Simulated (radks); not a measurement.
The numbers below are computed, except where a source is named.
Question: The mean radii <r> (bohr) of the occupied orbitals of an atom or ion are listed with their occupations. Code: a radial shooting solver on a logarithmic mesh with Libxc functionals. Model: scalar-relativistic Kohn-Sham, PBEsol, spin-polarised, spherical densities, finite nucleus; Fermi nuclear charge, rms radius of each element as measured or else 0.836 A^(1/3) + 0.57 fm.

orbital  occ.      <r>
1s up       1  0.01998
1s down     1  0.01996
2s up       1  0.08220
2s down     1  0.08239
2p up       3  0.07237

Name the element and its charge. Open shells, if any, are filled with parallel spins first.

Answer: Z = 69, thulium, charge +62: Tm62+ in [He] 2s2 2p3. The 1s radius gives Z: for a bare nucleus <r> = (2 gamma + 1)/(2Z) with gamma = sqrt(1 - (Z/c)^2), 0.01977 bohr for Z = 69, and screening makes it slightly larger (0.01998 here). The occupations add up to 7, and the charge is Z minus that.
